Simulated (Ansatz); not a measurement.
Reaction (formal exchange of groups at the Si–S bond): `N[SiH](N)S` + `[F][GaH][Cl]` → `N[SiH](N)[Ga]([F])[Cl]` + H₂S

Program: Ansatz. Geometries: PBE0-D4/def2-TZVP. ΔE: electronic, gas phase. CCSD(T)/CBS is the MP2 limit (def2-TZVPP, def2-QZVPP) plus CCSD(T) − MP2 in def2-TZVPP, frozen cores. This one scheme is used for every species. Functionals use def2-TZVPP. B3LYP here is the variant with VWN-RPA as its local correlation; programs differ in this. HSE06 is defined as in plane-wave codes. For Ga outer-core shells are correlated without core-valence functions, which leaves a few kJ/mol of doubt a bond. Scalar relativity is left out up to krypton. One conformer a species, not always the lowest.

```json
{"level": "PBE0-D4", "ΔE (kJ/mol)": "39.7", "difference from CCSD(T)/CBS": "-4.2"}
{"level": "r2SCAN0-D4", "ΔE (kJ/mol)": "47.9", "difference from CCSD(T)/CBS": "4.0"}
{"level": "HSE06-D4", "ΔE (kJ/mol)": "39.7", "difference from CCSD(T)/CBS": "-4.2"}
{"level": "ωB97M-V", "ΔE (kJ/mol)": "46.6", "difference from CCSD(T)/CBS": "2.7"}
{"level": "B2PLYP", "ΔE (kJ/mol)": "44.1", "difference from CCSD(T)/CBS": "0.2"}
{"level": "B3LYP", "ΔE (kJ/mol)": "37.8", "difference from CCSD(T)/CBS": "-6.1"}
{"level": "r2SCANh", "ΔE (kJ/mol)": "46.6", "difference from CCSD(T)/CBS": "2.7"}
{"level": "CAM-B3LYP", "ΔE (kJ/mol)": "43.4", "difference from CCSD(T)/CBS": "-0.5"}
{"level": "HF/def2-SVP", "ΔE (kJ/mol)": "52.7", "difference from CCSD(T)/CBS": "8.8"}
{"level": "MP2/def2-SVP", "ΔE (kJ/mol)": "50.5", "difference from CCSD(T)/CBS": "6.6"}
{"level": "CCSD/def2-SVP", "ΔE (kJ/mol)": "44.2", "difference from CCSD(T)/CBS": "0.3"}
{"level": "CCSD/def2-TZVPP", "ΔE (kJ/mol)": "46.2", "difference from CCSD(T)/CBS": "2.3"}
{"level": "CCSD(T)/def2-TZVPP", "ΔE (kJ/mol)": "45.4", "difference from CCSD(T)/CBS": "1.5"}
{"level": "HF/def2-QZVPP", "ΔE (kJ/mol)": "58.8", "difference from CCSD(T)/CBS": "14.9"}
{"level": "MP2/def2-QZVPP", "ΔE (kJ/mol)": "51.9", "difference from CCSD(T)/CBS": "8.0"}
{"level": "HF/CBS(def2)", "ΔE (kJ/mol)": "59.0", "difference from CCSD(T)/CBS": "15.1"}
{"level": "CCSD(T)/CBS", "ΔE (kJ/mol)": "43.9", "difference from CCSD(T)/CBS": "0"}
```

Largest T1 diagnostic among the species: 0.013.

From r2SCAN to r2SCAN0 (25 % exact exchange), in def2-TZVPP and without D4, ΔE moves by +3.9 kJ/mol. Leaving LDA and LC-ωPBE aside and taking each functional with its dispersion term where it has one, the values, not all of them listed here, spread over 21.7 kJ/mol, from BLYP-D4 to B97M-V. In def2-TZVPP, CCSD(T) changes the Hartree–Fock value by −12.2 kJ/mol (the triples alone add −0.8 kJ/mol) and MP2 by −5.3 kJ/mol.
